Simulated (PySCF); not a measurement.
Basis and Hamiltonian dependence of the excitation energy of F²⁺

F²⁺ [He] 2s2 2p3 (4S) → F²⁺ [He] 2s2 2p2 3s1, s spin flipped. Calculated with PySCF 2.14 from differences of total energies of unrestricted determinants, without spin-orbit coupling. Values in eV.

| basis | Hamiltonian | functions | UHF | r2SCAN | PBE0 | MP2 (valence) |
| --- | --- | --- | --- | --- | --- | --- |
| aug-cc-pwCVDZ | non-relativistic | 27 | 39.900 | 40.523 | 40.046 | 39.972 |
| def2-TZVPPD | non-relativistic | 40 | 39.875 | 40.466 | 39.964 | 40.112 |
| aug-cc-pVTZ | non-relativistic | 46 | 40.036 | 40.678 | 40.157 | 40.288 |
| aug-cc-pCVTZ-DK | spin-free X2C | 59 | 39.878 | 40.506 | 40.001 | 40.125 |
| dyall-av3z | spin-free X2C | 71 | 39.867 | 40.456 | 39.952 | 40.096 |
| aug-cc-pCVQZ-DK | spin-free X2C | 109 | 39.876 | 40.487 | 39.975 | 40.152 |

Frozen in the all-electron rows: valence: 1s2.

In the upper determinant the s electron has its spin opposite to the other open shell, which mixes two multiplicities.
